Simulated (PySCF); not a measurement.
CH4ClFOSi, SMILES C[Si](O)(Cl)F. Coordinates come from a B3LYP-D3(BJ)/def2-SVP optimisation. This is a generated structure with no PubChem entry under its InChIKey; it may be hypothetical. One conformer was computed; it need not be the lowest.

Problem. Give the equilibrium geometry at B3LYP-D3(BJ)/def2-SVP (PySCF confirms it by a frequency run) as Cartesian coordinates in Å. (An estimate is asked for; the answer gives what the named calculation found.)

Solution. One answer among several that fit: 
```xyz
9

C      1.8025    -0.1911    -0.7968
Si     0.0231    -0.0199    -0.3444
O     -0.8300    -1.2800    -0.9691
F     -0.5751     1.3754    -0.9184
Cl    -0.2398     0.0784     1.7076
H      2.2219    -1.1126    -0.3655
H      2.3796     0.6659    -0.4179
H      1.9145    -0.2346    -1.8915
H     -1.7617    -1.3651    -0.7330
```
Charge 0, spin multiplicity 1.
